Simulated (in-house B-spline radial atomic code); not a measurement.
## TDHF excitations of Sb³⁺

Method: TDHF. Computed with a B-spline radial code for spherical atoms: linear response of the closed shell [Kr] 4d10 5s2 with bare exchange (time-dependent Hartree-Fock); scalar-relativistic (spin-free one-electron X2C), finite nucleus, no spin-orbit coupling, no double excitations, S, P, D and F terms only; shells from n = 3 respond. Only terms of natural parity with L up to 3 were computed.

Command:
```bash
python run_td.py task.json out
```
Settings (radii: box in bohr, nucleus in fm):
```
Z                        51
electrons                48
configuration            [Kr] 4d10 5s2
hamiltonian              x2c
method                   hf
box_radius               23.08
rms_radius               4.6802
intervals                72
```

Run time, properties included: 1.3 s on 1 thread of Intel(R) Xeon(R) 6975P-C (Granite Rapids), with other jobs on the host.

The lowest states, in the order of their Tamm-Dancoff energies; the method's threshold (minus the highest occupied level) is 41.88 eV. Labels give the largest channel, * marks a mixed state, and oscillator strengths are full-response dipole values. Energies in eV:

```
     state  full response  Tamm-Dancoff  oscillator strength
5s → 5p 3P          6.688         7.213                    -
5s → 5p 1P         10.966        11.361                 1.64
5s → 5d 3D         20.864        20.882                    -
5s → 6s 3S         21.898        21.913                    -
5s → 5d 1D         21.911        21.941                    -
5s → 6s 1S         22.748        22.780                    -
5s → 6p 3P         25.344        25.364                    -
5s → 6p 1P         25.742        25.778                0.029
5s → 4f 3F         26.886        26.918                    -
5s → 4f 1F              ?             ?                    -
5s → 6d 3D         29.966        29.970                    -
5s → 6d 1D              ?             ?                    -
5s → 7s 3S          30.27         30.28                    -
5s → 7s 1S          30.54         30.55                    -
5s → 7p 3P          31.83         31.84                    -
5s → 7p 1P          31.97         31.99               0.0263
5s → 5f 3F          32.14         32.16                    -
```

Question: Where does 5s → 6d 1D lie?

Answer: At 30.25 eV in full response, 30.26 eV in Tamm-Dancoff.

Question: Where does 5s → 4f 1F lie?

Answer: At 27.511 eV in full response, 27.522 eV in Tamm-Dancoff.

Question: How large is the singlet-triplet splitting of 5s → 5p (P terms) in Tamm-Dancoff?

Answer: 4.15 eV, from the unrounded values.

Question: What polarisabilities and dispersion coefficient does the method give?

Answer: Dipole 12.16 bohr³, quadrupole 31.8 bohr⁵, C6 59.5 hartree·bohr⁶ for two such species.
